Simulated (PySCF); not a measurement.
**Polarisability and C₆ of Se (selenium, neutral)**

[Ar] 3d10 4s2 4p4, high-spin 3P determinant. All numbers are calculated (PySCF 2.14, scalar relativity by spin-free X2C-1e, in ANO-RCC-VTZP (6s5p3d1f, 43 functions)). Coupled (time-dependent) response in atomic units; α is the mean over directions. The basis has no added diffuse functions, which lowers α and C₆.

```
method  mean α (bohr³)         α xx, yy, zz  C₆ (like pair)  S(−4)
   UHF           20.57  19.71, 22.29, 19.71           173.6  74.05
   PBE           21.76  20.64, 24.02, 20.64           188.0  85.57
  PBE0           21.29  20.27, 23.35, 20.27           181.9  81.32
 TPSSh           21.36  20.30, 23.48, 20.30           184.2  80.74
  BP86           21.65  20.53, 23.89, 20.53           186.0  85.28
```

S(−4) is the Cauchy moment in α(ω) = α(0) + S(−4) ω² + …

Reference α: 28.9 ± 1 bohr³ (recommended; Schwerdtfeger and Nagle, table of static dipole polarizabilities (2023 update)). Published C₆: 210.0 (Chu and Dalgarno (2004); Tang, Norbeck and Certain (1976)).

Spin-orbit coupling is absent.

α(iu) at BP86:

```tsv
u (hartree)	α(iu) (bohr³)
0	21.65
0.0500	21.44
0.100	20.83
0.200	18.76
0.300	16.18
0.500	11.37
0.750	7.300
1.00	4.918
1.50	2.602
2.00	1.600
3.00	0.7848
5.00	0.3092
```

A single London oscillator, α(iu) = α/(1 + u²/ω²), gives C₆ = (3/4) ω α². Matching the computed C₆ needs ω = 4 × 186.0 / (3 × 21.65²) = 0.529 hartree.

The components differ because the open shell of this determinant is not spherical; for a pure term their mean is the scalar polarisability.
